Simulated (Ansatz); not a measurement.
A made-up structure of CH4NSn (charge +1), singlet:

```xyz
7
angstrom
C -0.2853 -0.7977 0.2371
N -0.6546 -1.8295 0.5448
Sn 0.4339 1.2124 -0.3610
H -0.9858 -2.7541 0.8202
H -0.3394 1.2811 -1.8558
H -0.2329 2.0701 0.9262
H 2.0825 0.8693 -0.3268
```

It is relaxed with PBE-D4/def2-SVP and then PBE0-D4/def2-TZVP (Ansatz 0.2.0). Atoms count as bonded within 1.22 times the sum of their covalent radii (H–H: 0.88 Å). The end point is not checked to be a true minimum.

(1) Does its bonding change? (A judgement: the text doesn't fix the answer.)

Answers

(1) Computed: No: no bond forms or breaks.

Where it ends: The first stage lowers the energy by 0.08 eV in 5 steps. It ends as CH₄NSn ([NH][C][SnH3]), total charge +1:
```json
{"atom": "C1", "x (Å)": "-0.2990", "y (Å)": "-0.8355", "z (Å)": "0.2487"}
{"atom": "N2", "x (Å)": "-0.6695", "y (Å)": "-1.8710", "z (Å)": "0.5570"}
{"atom": "Sn3", "x (Å)": "0.4365", "y (Å)": "1.2197", "z (Å)": "-0.3631"}
{"atom": "H4", "x (Å)": "-0.9966", "y (Å)": "-2.7849", "z (Å)": "0.8290"}
{"atom": "H5", "x (Å)": "-0.3256", "y (Å)": "1.3154", "z (Å)": "-1.8631"}
{"atom": "H6", "x (Å)": "-0.2191", "y (Å)": "2.1035", "z (Å)": "0.9132"}
{"atom": "H7", "x (Å)": "2.0917", "y (Å)": "0.9044", "z (Å)": "-0.3371"}
```

Labels in which every atom is bracketed show which atoms are joined, not bond orders.

For scale, one of the runs: PBE0-D4/def2-TZVP relaxation, 136 basis functions, launched by `ansatz run in.yaml --threads 2 --pin off --events-out ev --progress --plain --max-ram 4352MiB`. Hardware: 2 CPU threads of an Arm Neoverse V1, shared host. Wall time about 13 s.
